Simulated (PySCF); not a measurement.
# How methods differ on the excitation energy of B⁺

B⁺ [He] 2s2 (1S) → B⁺ [He] 2s1 2p1 (3P), as a difference of total energies. Computed with PySCF 2.14 in def2-TZVPPD (6s3p3d1f, 37 functions), with the non-relativistic Hamiltonian (point nucleus). Correlated levels: valence: 1s2 frozen. The calculations carry no spin-orbit coupling.

```csv
method,excitation energy (cm⁻¹)
UHF,25292
MP2 (valence),32439
SCS-MP2 (valence),34425
CCSD (valence),37319
```

Errors of the correlated levels include the incompleteness of this basis and the frozen core.

With two correlated electrons CCSD is exact in that space.

The coupled-cluster amplitudes are large for the lower state (T1 above 0.03 or a double amplitude above 0.15), so a single reference is strained.

For comparison: 37350 cm⁻¹ (measured; NIST levels, between the centres of gravity of the two terms).
